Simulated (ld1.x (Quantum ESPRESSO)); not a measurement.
**Scattering properties, PAW potential for Ni**

| Quantity | Value |
| --- | --- |
| Element | nickel (Ni) |
| Generator | ld1.x (Quantum ESPRESSO) 7.5 |
| Type | PAW |
| Functional | LDA (PZ) |
| Relativity | scalar-relativistic |
| Frozen core | [Ne] |
| Valence charge | 18 |
| Reference configuration | 3s2 3p6 3d8 4s2 4p0 |
| Partial waves | 3s (bound): rcut 1.20, rcutus 1.40 bohr; 4s (bound): rcut 1.20, rcutus 1.40 bohr; 3p (bound): rcut 1.25, rcutus 1.35 bohr; 4p (bound, empty): rcut 1.25, rcutus 1.35 bohr; 3d (bound): rcut 1.00, rcutus 1.25 bohr; 3d channel at 1.05 Ry: rcut 1.00, rcutus 1.25 bohr |
| Local potential | all-electron potential smoothed inside 1.10 bohr (lloc = -1) |
| Core correction | Bessel-smoothed model core inside 1.10 bohr |
| Augmentation charge | PSQ, inside the norm-conserving radii |

The phase is arctan(r·u′/u) with u = r·R(r), unwrapped; energies in Ry, scanned from -10 to 5 Ry. A pole is an energy at which the radial function vanishes at the test radius. The pseudo phase is shifted by a multiple of π to meet the all-electron one at the reference energy, and phase errors are pseudo minus all-electron; the curves can meet again beyond the range given. Levels narrower than the energy grid can be missing from the lists of poles.

Q: For each channel, where are the poles, and over which energies does the pseudopotential scatter like the atom?

A:

```csv
channel,radius (bohr),reference energy (Ry),"poles, all-electron","poles, pseudo",unbroken range about the reference energy with phases within 0.05 rad,phase error 1 Ry above the reference energy (rad)
s,1.55,-0.43,-7.79,-7.79,the whole range,+0.000
p,1.55,-0.10,-4.75,"-4.78, 3.11",-5.5 to 1.1,-0.024
d,1.55,-0.67,0.26,0.26,the whole range,+0.000
```

The ghost test of this file was not conclusive. Its overlap operator is not positive definite in a basis up to 400 Ry (lowest eigenvalue s -0.0032, p -1.31), so the file is unfit for use: the generalised eigenproblem breaks down once the basis is large enough, and its test numbers describe a broken file.

Phases in the d channel:

```tsv
E (Ry)	all-electron	pseudo
-10.00	1.368	1.368
-9.52	1.363	1.363
-9.04	1.357	1.357
-8.56	1.351	1.351
-8.08	1.344	1.344
-7.60	1.337	1.337
-7.12	1.329	1.329
-6.64	1.320	1.320
-6.16	1.309	1.309
-5.68	1.297	1.297
-5.20	1.283	1.283
-4.72	1.267	1.267
-4.24	1.246	1.246
-3.76	1.221	1.221
-3.28	1.186	1.186
-2.80	1.137	1.137
-2.32	1.060	1.060
-1.84	0.913	0.913
-1.36	0.541	0.541
-0.88	-0.503	-0.503
-0.40	-1.264	-1.264
0.08	-1.519	-1.519
0.56	-1.639	-1.639
1.04	-1.715	-1.715
1.52	-1.774	-1.774
2.00	-1.827	-1.827
2.48	-1.879	-1.879
2.96	-1.936	-1.936
3.44	-2.004	-2.004
3.92	-2.090	-2.089
4.40	-2.205	-2.204
4.88	-2.369	-2.367
```
